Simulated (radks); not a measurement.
Results of a calculation; reference values are marked as such.
Q: Ta4+, configuration [Xe] 4f14 5d1. Level of theory: Dirac Kohn-Sham, PBE, spin-unpolarised, spherical densities, point nucleus; open shells are shared between the two j in proportion to 2j + 1 (a radial shooting solver on a logarithmic mesh with Libxc functionals). Some entries of the table are withheld. Estimate them.

orbital  occ.  eigenvalue (Ry)  <r^2> (bohr^2)  <1/r> (bohr^-1)
1s1/2       2        -4948.080       0.0004785            85.48
2s1/2       2        -852.1401        0.007315            20.76
2p1/2       2        -814.4303        0.005233            20.71
2p3/2       4        -721.0629        0.006436            17.50
3s1/2       2        -197.5911         0.04785            7.615
3p1/2       2        -180.8540         0.04397            7.529
3p3/2       4        -160.7523         0.05060            6.699
3d3/2       4        -132.5373         0.03932            6.591
3d5/2       6        -128.1593         0.04114            6.394
4s1/2       2        -42.75829             (1)              (2)
4p1/2       2        -35.86144          0.2458              (3)
4p3/2       4        -31.23455          0.2818              (4)
4d3/2       4        -19.91365          0.3096            2.578
4d5/2       6        -19.06386          0.3233            2.508
5s1/2       2         -8.42974           1.337            1.232
5p1/2       2         -6.40467           1.619            1.108
5p3/2       4         -5.73186           1.880            1.013
4f5/2       6         -4.99526          0.5003            2.024
4f7/2       8         -4.84895          0.5174            1.994
5d3/2     0.4         -3.06290           3.368           0.7462
5d5/2     0.6         -2.99357           3.517           0.7281

A: 
(1) 4s1/2 <r^2> (bohr^2): 0.2378
(2) 4s1/2 <1/r> (bohr^-1): 3.195
(3) 4p1/2 <1/r> (bohr^-1): 3.084
(4) 4p3/2 <1/r> (bohr^-1): 2.795
